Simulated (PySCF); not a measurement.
These are PBE-D3(BJ)/def2-TZVP // PBE0-D4/def2-TZVP run with PySCF values and carry that method's errors. All species are isolated molecules in the gas phase. 

Reference species (SMILES): `B` (neutral, multiplicity 1).

* **HOMO–LUMO gap**: 5.42 eV
* **HOMO**: -8.47 eV

Changed species: `BrB(Br)Br` (0 of 3 Br replaced by H; the reference has 3 of 3 Br replaced by H).

Task: Predict the effect on the HOMO–LUMO gap and HOMO.

Result: the HOMO–LUMO gap falls by 1.33 eV, to 4.09 eV; the HOMO rises by 1.46 eV, to -7.01 eV.
